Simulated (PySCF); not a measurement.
Atoms are numbered as in `[F:1][C@:2]12[CH2:3][CH2:4][C@H:5]([CH2:6][CH2:7]1)[CH2:8]2` (H(Xn): hydrogen on atom n). Ha(C6), Ha(C7) are cis to C4 on the ring; Ha(C3), Ha(C4) are cis to C6 on the ring; Hb(C6), Hb(C7) are trans to C4 on the ring; Hb(C3), Hb(C4) are trans to C6 on the ring.

GIAO PBE0/pcSseg-1 shifts (PySCF 2.14.0 with density-fitted response routines, gas phase, non-relativistic, equivalent atoms averaged), each against references optimised in the same way as the molecule (CFCl3, TMS).

On the GFN2-xTB geometry: F1 -211.6, C2 106.0, C8 43.0, C5 35.9, C3/C7 35.5, C4/C6 32.2, Hb(C3)/Hb(C7) 1.97, Hb(C4)/Hb(C6) 1.90, H(C5) 1.86, Ha(C3)/Ha(C7) 1.61, H(C8) 1.45, Ha(C4)/Ha(C6) 1.41 ppm.

What changes on the PBE0-D3(BJ)/def2-SVP geometry?

Results:


| atoms | δ (ppm) | change |
| --- | --- | --- |
| F1 | -207.0 | +4.6 |
| C2 | 102.1 | -3.9 |
| C8 | 42.8 | -0.2 |
| C5 | 35.2 | -0.7 |
| C3/C7 | 34.9 | -0.6 |
| C4/C6 | 31.8 | -0.4 |
| Hb(C3)/Hb(C7) | 1.78 | -0.19 |
| Hb(C4)/Hb(C6) | 1.76 | -0.14 |
| H(C5) | 1.71 | -0.15 |
| Ha(C3)/Ha(C7) | 1.45 | -0.16 |
| H(C8) | 1.34 | -0.11 |
| Ha(C4)/Ha(C6) | 1.29 | -0.12 |

Unscaled 19F shifts against computed CFCl3 carry errors that often reach 10 to 50 ppm.

Bonds between heavy atoms that differ most (equivalent bonds averaged): F1–C2 1.376 → 1.368 Å, C3–C4 1.541 → 1.548 Å, C4–C5 1.536 → 1.540 Å, C5–C8 1.528 → 1.531 Å. Mean change of bonds to hydrogen: C–H +0.011 Å.
